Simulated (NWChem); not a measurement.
System: C$_{3}$H$_{4}$ClF; SMILES Cl/C(F)=C/C

Here is an NWChem input.

```
start job
memory heap 200 mb stack 900 mb global 1100 mb
geometry units angstroms noautoz
  C     -0.335025     2.382772     0.000000
  C     -0.736345     0.935716     0.000000
  C      0.132128    -0.070009     0.000000
  F      1.459198     0.103562     0.000000
  Cl    -0.292649    -1.758601     0.000000
  H     -0.735180     2.898221    -0.882390
  H      0.751535     2.496354     0.000000
  H     -0.735180     2.898221     0.882390
  H     -1.791492     0.683490     0.000000
end
basis spherical
  * library 3-21g
end
dft
  xc xpbe96 cpbe96
  iterations 150
  mulliken
end
task dft energy
```

Parts of the log:

```
             Northwest Computational Chemistry Package (NWChem) 7.3.0
             --------------------------------------------------------

 CS  symmetry detected

                             Geometry "geometry" -> ""
                             -------------------------

 Output coordinates in angstroms (scale by  1.889725989 to convert to a.u.)

  No.       Tag          Charge          X              Y              Z
 ---- ---------------- ---------- -------------- -------------- --------------
    1 C                    6.0000    -0.33093381     2.39373027     0.00000000
    2 C                    6.0000    -0.73487756     0.94740449     0.00000000
    3 C                    6.0000     0.13177001    -0.05989393     0.00000000
    4 F                    9.0000     1.45915262     0.11126998     0.00000000
    5 Cl                  17.0000    -0.29606876    -1.74771277     0.00000000
    6 H                    1.0000    -0.73015332     2.90990415    -0.88239000
    7 H                    1.0000     0.75583040     2.50534148     0.00000000
    8 H                    1.0000    -0.73015332     2.90990415     0.88239000
    9 H                    1.0000    -1.79048027     0.69709255     0.00000000

 Effective nuclear repulsion energy (a.u.)     212.0639765498

      Symmetry information
      --------------------

 Group name             Cs
 Group number              2
 Group order               2
 No. of unique centers     8

  pbe96 is a nonlocal functional; adding pw91lda local functional.

                                 NWChem DFT Module
                                 -----------------

 Summary of "ao basis" -> "ao basis" (spherical)
 ------------------------------------------------------------------------------
       Tag                 Description            Shells   Functions and Types
 ---------------- ------------------------------  ------  ---------------------
 C                           3-21g                   5        9   3s2p
 F                           3-21g                   5        9   3s2p
 Cl                          3-21g                   7       13   4s3p
 H                           3-21g                   2        2   2s

      Symmetry analysis of basis
      --------------------------

        a'         44
        a"         13

            General Information
            -------------------
          SCF calculation type: DFT
          Wavefunction type:  closed shell.
          No. of atoms     :     9
          No. of electrons :    48
           Alpha electrons :    24
            Beta electrons :    24
          Charge           :     0
          Spin multiplicity:     1
          Use of symmetry is: on ; symmetry adaption is: on
          Maximum number of iterations: 150
          AO basis - number of functions:    57
                     number of shells:    35
          Convergence on energy requested:  1.00D-06
          Convergence on density requested:  1.00D-05
          Convergence on gradient requested:  5.00D-04

              XC Information
              --------------
          PerdewBurkeErnzerhof Exchange Functional  1.000
            Perdew 1991 LDA Correlation Functional  1.000 local
           PerdewBurkeErnz. Correlation Functional  1.000 non-local

             Grid Information
             ----------------
          Grid used for XC integration:  medium
          Radial quadrature: Mura-Knowles
          Angular quadrature: Lebedev.
          Tag              B.-S. Rad. Rad. Pts. Rad. Cut. Ang. Pts.
          ---              ---------- --------- --------- ---------
          C                   0.70       49          11.0       434
          F                   0.50       49           9.0       434
          Cl                  1.00       88          11.0       590
          H                   0.35       45          11.0       434
          Grid pruning is: on
          Number of quadrature shells:   419
          Spatial weights used:  Erf1

      Superposition of Atomic Density Guess
      -------------------------------------

 Sum of atomic energies:        -670.51769468

      Non-variational initial energy
      ------------------------------

 Total energy =    -672.778161
 1-e energy   =   -1346.055056
 2-e energy   =     461.212918
 HOMO         =      -0.231463
 LUMO         =       0.106043

      Symmetry analysis of molecular orbitals - initial
      -------------------------------------------------

  Numbering of irreducible representations:

     1 a'          2 a"

  Orbital symmetries:

     1 a'          2 a'          3 a'          4 a'          5 a'
     6 a'          7 a'          8 a'          9 a"         10 a'
    11 a'         12 a'         13 a'         14 a'         15 a'
    16 a"         17 a'         18 a'         19 a"         20 a'
    21 a"         22 a'         23 a'         24 a"         25 a"
    26 a'         27 a'         28 a'         29 a'         30 a"
    31 a'         32 a'         33 a'         34 a'

     ---------------------------------------------
      Total Density - Mulliken Population Analysis
     ---------------------------------------------

    Atom       Charge   Shell Charges
 -----------   ------   -------------------------------------------------------
    1 C    6     6.72   1.99  0.40  1.58  1.14  1.61
    2 C    6     6.54   1.99  0.43  1.62  0.97  1.53
    3 C    6     5.24   1.99  0.40  1.10  0.78  0.98
    4 F    9     9.44   1.99  0.45  2.53  1.52  2.95
    5 Cl  17    17.09   2.00  1.96  5.91  1.15  3.07  0.78  2.22
    6 H    1     0.75   0.42  0.33
    7 H    1     0.75   0.42  0.33
    8 H    1     0.75   0.42  0.33
    9 H    1     0.73   0.41  0.32

   convergence    iter        energy       DeltaE   RMS-Dens  Diis-err
 ---------------- ----- ----------------- --------- --------- ---------
 d= 0,ls=0.0,diis     1   -672.7595457864 -8.85D+02  3.77D-02  1.18D+00
 d= 0,ls=0.0,diis     2   -672.5003759289  2.59D-01  2.58D-02  3.44D+00
 d= 0,ls=0.0,diis     3   -672.8786871137 -3.78D-01  8.30D-03  9.49D-02
 d= 0,ls=0.0,diis     4   -672.8769582802  1.73D-03  5.02D-03  1.09D-01
 d= 0,ls=0.0,diis     5   -672.8916535577 -1.47D-02  7.06D-04  2.37D-03
  Resetting Diis
 d= 0,ls=0.0,diis     6   -672.8918062309 -1.53D-04  2.81D-04  1.92D-04
 d= 0,ls=0.0,diis     7   -672.8918294176 -2.32D-05  1.69D-04  1.67D-05
 d= 0,ls=0.0,diis     8   -672.8918259010  3.52D-06  1.07D-04  5.19D-05
 d= 0,ls=0.0,diis     9   -672.8918313651 -5.46D-06  2.11D-05  1.31D-06
 d= 0,ls=0.0,diis    10   -672.8918314879 -1.23D-07  6.02D-06  1.87D-07

         Total DFT energy =     -672.891831487875
      One electron energy =    -1347.888339854239
           Coulomb energy =      518.795774732381
    Exchange-Corr. energy =      -55.863242915778
 Nuclear repulsion energy =      212.063976549761

 Numeric. integr. density =       48.000012170285

                  Occupations of the irreducible representations
                  ----------------------------------------------

                     irrep           alpha         beta
                     --------     --------     --------
                     a'               19.0         19.0
                     a"                5.0          5.0

                       DFT Final Molecular Orbital Analysis
                       ------------------------------------

 Vector   22  Occ=2.000000D+00  E=-3.057904D-01  Symmetry=a"
              MO Center=  8.6D-02, -1.2D+00,  1.2D-13, r^2= 2.3D+00
   Bfn.  Coefficient  Atom+Function         Bfn.  Coefficient  Atom+Function
  ----- ------------  ---------------      ----- ------------  ---------------
    45      0.532581  5 Cl pz                49      0.424597  5 Cl pz
    36     -0.294405  4 F  pz                32     -0.269170  4 F  pz
    41     -0.247965  5 Cl pz                23      0.100162  3 C  pz
    27      0.064655  3 C  pz                18      0.057488  2 C  pz
    14      0.051840  2 C  pz                 9     -0.048564  1 C  pz

 Vector   23  Occ=2.000000D+00  E=-2.882685D-01  Symmetry=a'
              MO Center= -1.6D-01, -1.5D+00, -8.9D-14, r^2= 2.0D+00
   Bfn.  Coefficient  Atom+Function         Bfn.  Coefficient  Atom+Function
  ----- ------------  ---------------      ----- ------------  ---------------
    43      0.592296  5 Cl px                47      0.453091  5 Cl px
    39     -0.273101  5 Cl px                35      0.183937  4 F  py
    31      0.171158  4 F  py                44     -0.110735  5 Cl py
    48     -0.092504  5 Cl py                15      0.085930  2 C  s
     6     -0.076808  1 C  s                 13     -0.074329  2 C  py

 Vector   24  Occ=2.000000D+00  E=-2.131305D-01  Symmetry=a"
              MO Center= -2.1D-01,  3.1D-01, -2.1D-16, r^2= 2.9D+00
   Bfn.  Coefficient  Atom+Function         Bfn.  Coefficient  Atom+Function
  ----- ------------  ---------------      ----- ------------  ---------------
    18      0.377979  2 C  pz                14      0.331591  2 C  pz
    23      0.289143  3 C  pz                45     -0.281976  5 Cl pz
    49     -0.245018  5 Cl pz                36     -0.241469  4 F  pz
    27      0.226873  3 C  pz                32     -0.212154  4 F  pz
    41      0.128315  5 Cl pz                51      0.116976  6 H  s

 Vector   25  Occ=0.000000D+00  E=-1.271288D-02  Symmetry=a"
              MO Center= -2.5D-01,  4.8D-01, -9.8D-16, r^2= 2.3D+00
   Bfn.  Coefficient  Atom+Function         Bfn.  Coefficient  Atom+Function
  ----- ------------  ---------------      ----- ------------  ---------------
    18      0.619000  2 C  pz                27     -0.617676  3 C  pz
    23     -0.440980  3 C  pz                14      0.367344  2 C  pz
    36      0.216848  4 F  pz                51      0.215104  6 H  s
    55     -0.215104  8 H  s                 49      0.179577  5 Cl pz
    32      0.172352  4 F  pz                45      0.147461  5 Cl pz

[...]
```

Level: PBE/3-21G. Structure relaxed at the B3LYP/6-31G* (spherical d) level.
